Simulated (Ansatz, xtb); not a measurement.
**Ranking isomers of C6H7NO**

3 gas-phase structures of C6H7NO, from a drawn sample of its isomers (lower ones may exist). Each was relaxed with GFN2-xTB; where two conformers were screened, the lower at r2SCAN-D4/def2-SVP is listed:

A. `COc1cccnc1`, a singlet
B. `COc1ccncc1`, a singlet
C. `COc1ccccn1`, a singlet

Task: Estimate their order in r2SCAN-D4/def2-SVP energy at these geometries, lowest first.

Result: Calculated order at r2SCAN-D4/def2-SVP: C (0.0), B (30.5), A (41.3) kJ/mol.

Energies above the lowest of each column, in kJ/mol; the last columns are at B3LYP/def2-SVP geometries:

| structure | GFN2-xTB | HF/STO-3G | r2SCAN-D4/def2-SVP | B3LYP/def2-SVP | CCSD(T)/def2-SVP + ΔMP2/def2-TZVPP |
| --- | --- | --- | --- | --- | --- |
| C | 0.0 | 0.0 | 0.0 | 0.0 | 0.0 |
| B | 20.1 | 23.5 | 30.5 | 28.8 | 25.4 |
| A | 26.6 | 29.9 | 41.3 | 38.7 | 36.7 |

Every level run on C puts it lowest or level with the lowest. Flexible structures stand in one conformer each, not always the lowest. ΔMP2 is the change of the MP2 energy from the smaller to the larger basis.

Programs: Ansatz 0.2.0, xtb 6.7.1.
